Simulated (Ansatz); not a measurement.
Input file for Ansatz (a quantum-chemistry and plane-wave program): U-CCSD(T)/aug-cc-pV(Q+d)Z on AlO+, 2S+1 = 3, a spin state set in the input, which need not be the lowest, a point of a bond scan (R = 1.740 Å). Charge +1. Files ending in .json are basis or fitting sets from the Basis Set Exchange.

Ansatz 0.2 input:
```yaml
crystal:
  periodic: [false, false, false]
  atoms:
    - {symbol: O, position_ang: [0.00000000, 0.00000000, 0.00000000]}
    - {symbol: Al, position_ang: [0.00000000, 0.00000000, 1.73975300]}
basis:
  gaussian:
    orbitals: aug-cc-pV_Q+d_Z.json
    pivot_positions_ang: [[0.00000000, 0.00000000, 0.00000000], [0.00000000, 0.00000000, 1.73975300]]
total_charge: 1
magnetization: {spin_polarized: true, initial_magnetization: 2}
correlation: {method: ccsd_t, electrons: outside_noble_gas}
output: {orbitals: {seedname: ./end}}
```

The log:

```
WARN ansatz: RAYON_NUM_THREADS=1 ignored (pool sized by the plan → 1); use --threads N
Functional definition: HF
integrals: 0.83 GiB planned
1207 factors; integrals over basis functions are off by at most 3.9e-4 eV
mean field: 0.52 GiB planned
mean field evaluation 1: about -8605.7419 eV, gradient 4.1e1 eV
mean field evaluation 2: about -8605.7420 eV, gradient 4.1e1 eV
mean field evaluation 4: about -8612.3268 eV, gradient 3.0e0 eV
mean field evaluation 8: about -8612.4583 eV, gradient 4.2e-3 eV
mean field evaluation 16: about -8612.4562 eV, gradient 2.8e-1 eV
mean field evaluation 32: about -8610.5695 eV, gradient 8.8e-7 eV
mean field evaluation 64: about -8612.4571 eV, gradient 4.0e-1 eV
mean field evaluation 96: about -8610.5695 eV, gradient 1.1e-2 eV
mean field evaluation 128: about -8610.5695 eV, gradient 3.9e-3 eV
mean field evaluation 160: about -8612.4564 eV, gradient 2.8e-1 eV
mean field evaluation 192: about -8610.1763 eV, gradient 5.2e0 eV
mean field evaluation 224: about -8606.4427 eV, gradient 2.1e-1 eV
mean field evaluation 256: about -8605.8833 eV, gradient 3.6e-2 eV
mean field evaluation 288: about -8605.2561 eV, gradient 6.5e0 eV
mean field evaluation 320: about -8604.6780 eV, gradient 4.1e-2 eV
mean field evaluation 352: about -8604.3331 eV, gradient 1.2e0 eV
mean field evaluation 384: about -8609.7799 eV, gradient 1.0e1 eV
mean field -8612.45826915 eV, -316.5020036574 hartree, gradient 1.7e-6 eV, S^2 2.019290; 7 other end points of the search recorded, 0 dependent functions left out
determinant -8612.45826915 eV, -316.5020036574 hartree, with singles and doubles -8619.21360820 eV, -316.7502577885 hartree
determinant -8610.75158286 eV, -316.4392840932 hartree, with singles and doubles -8617.52698251 eV, -316.6882754376 hartree
determinant -8610.56947609 eV, -316.4325917929 hartree, with singles and doubles -8616.73903530 eV, -316.6593189118 hartree
6 core orbitals not correlated
reference -8612.45826915 eV, -316.5020036574 hartree; 5, 3 occupied and 158, 160 virtual orbitals, 1207 factors
second order -6.35653431 eV of doubles, -0.00000000 eV of singles
coupled cluster: 2.15 GiB planned
cycle   1  -6.63481955 eV  change   -7.2e-1 eV  update   2.0e-2
cycle   2  -6.65734352 eV  change   -2.3e-2 eV  update   5.5e-3
cycle   3  -6.65709881 eV  change    2.4e-4 eV  update   2.8e-3
cycle   4  -6.65770371 eV  change   -6.0e-4 eV  update   9.6e-4
cycle   5  -6.65811218 eV  change   -4.1e-4 eV  update   4.7e-4
cycle   6  -6.65845307 eV  change   -3.4e-4 eV  update   2.0e-4
cycle   7  -6.65849085 eV  change   -3.8e-5 eV  update   1.0e-4
cycle   8  -6.65852638 eV  change   -3.6e-5 eV  update   4.4e-5
cycle   9  -6.65853230 eV  change   -5.9e-6 eV  update   1.9e-5
cycle  10  -6.65852546 eV  change    6.8e-6 eV  update   7.6e-6
perturbative correction -0.26331247 eV, -0.0096765548 hartree
Total energy: -8619.38010708 eV, -316.7563765097 hartree
```

The run converged.

Cost: roughly 50 core-seconds.
